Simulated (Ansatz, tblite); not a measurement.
Cost and result up the ladder for the cluster Cs2Cl2⁺ (the lowest doublet isomer of a short search) (4 atoms). Charge 1, multiplicity 2. Geometry: r2SCAN-D4/def2-TZVP.

Cartesian coordinates in Å:
```
Cs -0.166 -0.103 -3.057
Cs 0.173 0.099 3.057
Cl 0.743 1.095 -0.077
Cl -0.749 -1.091 0.078
```

Ansatz on 4 threads of Arm Neoverse V1 on a shared host; xTB runs through tblite on one thread. Times are rough, summed over both states, and most runs start from the orbitals of an earlier one. RPA@PBE/def2-TZVP serves as the yardstick here, not as an exact answer. The other state is a quartet at its own geometry, which has other bonds, so the gap mixes isomer and spin.

In the def2 sets Cs takes a core potential; there is no spin–orbit coupling. The xTB rows come from tblite. B3LYP takes the VWN-RPA correlation. Correlated methods freeze 10 core orbitals; core or outer-core shells of Cs are correlated, in sets that lack core-valence functions. HOMO above LUMO, or a gap near zero within one spin, warns that the state may not be the lowest or that an electron is smeared out. In the doublet, Cl3 and Cl4 lie 2.65 Å apart (atoms count from 1), so these atoms are partly bonded to each other. In the quartet, Cl3 and Cl4 lie 2.40 Å apart (atoms count from 1), so these atoms are partly bonded to each other. The structure comes from a short search, and lower isomers may exist.

Run but left out: HF/def2-TZVPP, MP2/def2-TZVPP, CCSD/def2-TZVPP, CCSD(T)/def2-TZVPP (flagged by the program: other roots).

Correlated methods converge slowly with the basis.

xTB has no spin-polarisation term.

| level | functions | wall time |
| --- | --- | --- |
| GFN1-xTB | 26 | 0.005 s |
| GFN2-xTB | 26 | 0.008 s |
| MP2/def2-TZVP | 132 | 3.1 s |
| LDA (SPW92)/def2-TZVP | 132 | 3.5 s |
| HF/def2-TZVP | 132 | 5.5 s |
| RPA@PBE/def2-TZVP | 132 | 8.1 s |
| PBE-D4/def2-TZVP | 132 | 8.5 s |
| revPBE-D4/def2-TZVP | 132 | 8.5 s |
| PBE0-D4/def2-TZVP | 132 | 10 s |
| B3LYP-D4/def2-TZVP | 132 | 15 s |
| r2SCANh-D4/def2-TZVP | 132 | 24 s |
| r2SCAN-D4/def2-TZVP (with forces) | 132 | 25 s |

Question: Estimate what each level gives for the quartet − doublet (eV).

Answer: 
| level | quartet − doublet (eV) | difference from RPA@PBE/def2-TZVP (eV) | remarks |
| --- | --- | --- | --- |
| GFN1-xTB | 5.03 | -0.55 | – |
| GFN2-xTB | 4.04 | -1.54 | – |
| MP2/def2-TZVP | 6.73 | 1.15 | – |
| LDA (SPW92)/def2-TZVP | 5.83 | 0.25 | gap within one spin near zero (quartet) |
| HF/def2-TZVP | 5.66 | 0.08 | – |
| RPA@PBE/def2-TZVP | 5.58 | 0.00 | – |
| PBE-D4/def2-TZVP | 5.43 | -0.15 | – |
| revPBE-D4/def2-TZVP | 5.26 | -0.32 | – |
| PBE0-D4/def2-TZVP | 5.91 | 0.33 | – |
| B3LYP-D4/def2-TZVP | 5.62 | 0.04 | – |
| r2SCANh-D4/def2-TZVP | 6.18 | 0.60 | – |
| r2SCAN-D4/def2-TZVP (with forces) | 6.10 | 0.52 | – |
